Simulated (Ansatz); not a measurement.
Reaction (substitution at a C–Ge bond): `[CH3][Ge]([CH3])([CH3])[Br]` + `O[SiH](O)Br` → `CO[SiH](O)Br` + `[CH3][GeH]([CH3])[Br]`

Computed with Ansatz on PBE0-D4/def2-TZVP structures; ΔE is electronic, products minus reactants. CCSD(T)/CBS is the MP2 limit (def2-TZVPP, def2-QZVPP) plus CCSD(T) − MP2 in def2-TZVPP, frozen cores. DFT in def2-TZVPP. B3LYP here is the variant with VWN-RPA as its local correlation; programs differ in this. For Br, Ge outer-core shells are correlated without core-valence functions, which leaves a few kJ/mol of doubt a bond. Scalar relativity is left out up to krypton. Each species was taken in one conformer, which may not be the lowest.

```tsv
level	ΔE (kcal/mol)	difference from CCSD(T)/CBS
PBE-D4	21.6	-1.4
r2SCAN-D4	22.2	-0.8
PBE0-D4	22.0	-1.0
B3LYP-D4	20.6	-2.4
ωB97X-V	20.9	-2.1
ωB97M-V	22.0	-1.0
B2PLYP	21.6	-1.4
PBE	21.3	-1.7
r2SCAN	22.1	-0.9
PBE0	21.6	-1.4
B3LYP	20.0	-3.0
HF/def2-TZVPP	18.5	-4.5
MP2/def2-TZVPP	24.9	1.9
SCS-MP2/def2-TZVPP	22.8	-0.2
CCSD/def2-TZVPP	22.5	-0.5
CCSD(T)/def2-TZVPP	22.9	-0.1
HF/def2-QZVPP	18.2	-4.8
MP2/def2-QZVPP	24.9	1.9
SCS-MP2/def2-QZVPP	22.8	-0.2
HF/CBS(def2)	18.1	-4.9
MP2/CBS(def2)	25.0	2.0
CCSD/CBS(def2)	22.6	-0.4
CCSD(T)/CBS	23.0	0
```

Largest T1 diagnostic among the species: 0.010.

In def2-TZVPP, CCSD(T) changes the Hartree–Fock value by +4.3 kcal/mol (the triples alone add +0.4 kcal/mol) and MP2 by +6.4 kcal/mol.
